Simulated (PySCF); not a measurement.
# Telling isomers of C6H5NO apart by NMR

PySCF calculation with NMR shieldings at PBE0/pcSseg-1/GIAO, geometry: PBE0-D3(BJ)/def2-SVP and J couplings at B3LYP/pcJ-1 (spin–dipole term left out of most H,H and C,H couplings); in vacuum, one computed conformer, relativity neglected, one averaged value for each set of equivalent atoms.

Referencing at the same level of theory: $^{1}$H (σref 31.27), $^{13}$C (σref 184.41) vs TMS. Multiplet labels drop J under 1 Hz and among equivalent protons, and merge close values. Unscaled 3J(H,H) run several per cent high. Shifts are as computed. Against solution values, carbons near 30 ppm lie about +2 ppm off and those near 130 ppm about +5 ppm. Of 1309 compounds with measured shifts, 239 miss one by over three times the rms of a fit or turn the order of signals round; such compounds aren't used in these exercises.

(1) Tabulate the signals of `O=Cc1ccncc1`, `O=Cc1ccccn1` and their relative energies.

(2) What is the quickest way to tell O=Cc1ccncc1 from O=Cc1ccccn1?

Answers

(1) 
```json
{"SMILES": "O=Cc1ccncc1", "carbon types": "1×C 5×CH", "δC": "195.4, 157.4, 144.2, 127.2", "δH": "9.99 (s, 1H), 9.13 (dd, 2H), 7.66 (dd, 2H)", "E rel. (kcal/mol)": "2.4"}
{"SMILES": "O=Cc1ccccn1", "carbon types": "1×C 5×CH", "δC": "198.8, 156.7, 155.7, 142.1, 132.8, 127.1", "δH": "10.03 (s, 1H), 8.92 (dt, 1H), 8.22 (dt, 1H), 7.96 (td, 1H), 7.40 (ddd, 1H)", "E rel. (kcal/mol)": "0.0"}
```

Energies are electronic energies at PBE0/pcSseg-1 on these geometries, without zero-point or thermal terms, each for the one conformer computed, which needn't be the lowest.

(2) Count the carbon signals: 4 against 6. The first has a substituted aromatic carbon (C) at 144.2 ppm, the second an aromatic CH at 142.1 ppm. Their most deshielded carbons lie at 195.4 and 198.8 ppm.
